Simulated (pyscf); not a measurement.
H₃C–CH•–SH, doublet

Gas-phase minimum from PySCF at ωB97X-D3(BJ)/def2-SVP, one conformer. H₃C–CH•–SH lies 8.6 kcal/mol over its isomer H₃C–CH₂–S•, and others may lie lower still (electronic energy, ωB97M-D3(BJ)). 

SMILES: C[CH]S
```xyz
8

C      0.6170    -0.1445     0.1037
C     -0.4591     0.8048     0.5159
S     -0.8280     2.2453    -0.3762
H      0.5301    -0.4178    -0.9630
H      0.5646    -1.0728     0.6931
H      1.6297     0.2832     0.2445
H     -0.8358     0.8172     1.5425
H     -0.3746     1.8305    -1.5768
```
Charge 0, spin multiplicity 2.

Bonds (Å): C1–C2 1.493, C1–H4 1.105, C1–H5 1.101, C1–H6 1.108, C2–S3 1.734, C2–H7 1.094, S3–H8 1.349. Bond angles (°): C2–C1–H4 111.5, C2–C1–H5 110.7, C2–C1–H6 112.2, H4–C1–H5 107.7, H4–C1–H6 106.9, H5–C1–H6 107.5, C1–C2–S3 122.6, C1–C2–H7 121.0, S3–C2–H7 113.6, C2–S3–H8 97.5.

Properties at ωB97X-D3(BJ)/def2-SVP:

| Quantity | Value |
|---|---|
| Harmonic wavenumbers, unscaled | 140, 215, 333, 405, 744, 914, 1001, 1077, 1138, 1330, 1408, 1457, 1466, 2738, 3017, 3094, 3157, 3235 cm⁻¹ |
| Zero-point energy | 38.4 kcal/mol |
| Rotational symmetry number | 1 |
| Entropy of this conformer at 298 K and 1 atm, rigid rotor and harmonic oscillator, modes under 100 cm⁻¹ raised to 100 | 295.3 J/(mol K) |
| Dipole moment | 1.26 D |
| Spin expectation value S2 | 0.755 |

Single-point totals, which compare only within one level (frozen core for MP2 and CC):

| level | total energy (hartree) |
|---|---|
| ωB97X-D3(BJ)/def2-TZVP | -477.45653 |
| PBE/def2-TZVP | -477.11498 |
| r²SCAN/def2-TZVP | -477.32330 |
| B3LYP-D3(BJ)/def2-TZVP | -477.43194 |
| PBE0-D3(BJ)/def2-TZVP | -477.16579 |
| M06-2X/def2-TZVP | -477.33254 |
| ωB97M-D3(BJ)/def2-TZVP | -477.46342 |
| UHF/def2-TZVPP | -476.17712 |
| MP2/def2-TZVPP | -476.67883 |
| CCSD/def2-TZVPP | -476.72393 |
| CCSD(T)/def2-TZVPP | -476.74663 |

Soft torsions are taken as harmonic, which can shift the entropy by several J/(mol K). The CCSD(T) − MP2 part came from Ansatz, without density fitting, on the same reference.
